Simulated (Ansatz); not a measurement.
`[CH2][Al]([CH3])[F]` radical at its PBE0-D4/def2-TZVP geometry, where that method's forces vanish. Charge 0, multiplicity 2.

```xyz
9

C    -1.4643   -0.3128   -1.2035
Al    0.2843    0.1446   -0.5628
C     0.8592    0.1222    1.2889
F     1.3895    0.5974   -1.7114
H    -1.7534   -0.2894   -2.2525
H    -2.2837   -0.6264   -0.5587
H     1.6987   -0.5656    1.4298
H     1.2106    1.1105    1.6012
H     0.0592   -0.1805    1.9689
```

Q: What forces (eV/Å) does ωB97M-V/def2-TZVPP give on these atoms in Ansatz 0.2.0? (An estimate is asked.)

A: The calculation gave: 
```
C1  -0.077 -0.020 -0.028
Al2 -0.090 -0.037  0.094
C3   0.021  0.005  0.032
F4   0.069  0.028 -0.071
H5   0.026 -0.004  0.117
H6   0.082  0.033 -0.075
H7  -0.067  0.053 -0.005
H8  -0.029 -0.080 -0.018
H9   0.064  0.023 -0.045
```
